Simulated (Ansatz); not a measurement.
Dimethylphenylsulfonium hydroxide, `C[S+](C)c1ccccc1.[OH-]`. Charge 0, multiplicity 3. Geometry PBE-D4/def2-SVP, that of the neutral singlet; atoms count from 1.

```xyz
22

C     0.161    2.040   -1.040
S    -0.368    0.358   -1.530
C    -2.090    0.027   -1.006
C     0.361   -0.412    0.100
C     1.343   -1.392   -0.103
C     1.956   -2.024    0.993
C     1.585   -1.674    2.300
C     0.600   -0.693    2.509
C    -0.009   -0.064    1.411
H     1.044    1.974   -0.377
H     0.362    2.547   -1.998
H    -0.669    2.543   -0.504
H    -2.620   -0.169   -1.952
H    -2.115   -0.823   -0.300
H    -2.505    0.932   -0.520
H     1.631   -1.661   -1.134
H     2.727   -2.793    0.826
H     2.062   -2.167    3.161
H     0.306   -0.418    3.534
H    -0.776    0.709    1.590
O    -1.179    1.231   -3.120
H    -1.807    1.929   -2.840
```

At PBE0-D4/def2-TZVP a singlet of charge 0 lies 4.16 eV below the triplet at the same geometry.

Problem. Estimate the Mulliken populations from the PBE0/def2-TZVP orbitals of Ansatz.

Solution. 
```json
{"atom": "C1", "charge (e)": "-0.42", "spin (α − β)": "0.00"}
{"atom": "S2", "charge (e)": "0.37", "spin (α − β)": "0.01"}
{"atom": "C3", "charge (e)": "-0.43", "spin (α − β)": "0.00"}
{"atom": "C4", "charge (e)": "-0.05", "spin (α − β)": "-0.21"}
{"atom": "C5", "charge (e)": "-0.12", "spin (α − β)": "0.50"}
{"atom": "C6", "charge (e)": "-0.14", "spin (α − β)": "0.73"}
{"atom": "C7", "charge (e)": "-0.12", "spin (α − β)": "-0.23"}
{"atom": "C8", "charge (e)": "-0.14", "spin (α − β)": "0.57"}
{"atom": "C9", "charge (e)": "-0.16", "spin (α − β)": "0.77"}
{"atom": "H10", "charge (e)": "0.15", "spin (α − β)": "0.00"}
{"atom": "H11", "charge (e)": "0.19", "spin (α − β)": "0.00"}
{"atom": "H12", "charge (e)": "0.14", "spin (α − β)": "0.00"}
{"atom": "H13", "charge (e)": "0.20", "spin (α − β)": "0.00"}
{"atom": "H14", "charge (e)": "0.15", "spin (α − β)": "0.00"}
{"atom": "H15", "charge (e)": "0.14", "spin (α − β)": "0.00"}
{"atom": "H16", "charge (e)": "0.14", "spin (α − β)": "-0.03"}
{"atom": "H17", "charge (e)": "0.13", "spin (α − β)": "-0.04"}
{"atom": "H18", "charge (e)": "0.12", "spin (α − β)": "0.01"}
{"atom": "H19", "charge (e)": "0.13", "spin (α − β)": "-0.04"}
{"atom": "H20", "charge (e)": "0.13", "spin (α − β)": "-0.05"}
{"atom": "O21", "charge (e)": "-0.68", "spin (α − β)": "0.00"}
{"atom": "H22", "charge (e)": "0.27", "spin (α − β)": "0.00"}
```
Mulliken values depend strongly on the basis.

Problem. Where does the spin sit?

Solution. Summed by element: C 2.14, S 0.01, H -0.16, O 0.00, of 2 unpaired in all. Largest on single atoms: C9 0.77, C6 0.73, C8 0.57.

Problem. And the Mayer bond orders between heavy atoms (over 0.3)?

Solution. C1–S2 0.99 (1.83 Å); S2–C3 0.99 (1.83 Å); S2–C4 0.77 (1.94 Å); S2–O21 0.55 (1.99 Å); C4–C5 1.53 (1.40 Å); C4–C9 1.26 (1.41 Å); C5–C6 0.97 (1.41 Å); C6–C7 1.33 (1.40 Å); C7–C8 1.55 (1.41 Å); C8–C9 0.95 (1.40 Å).
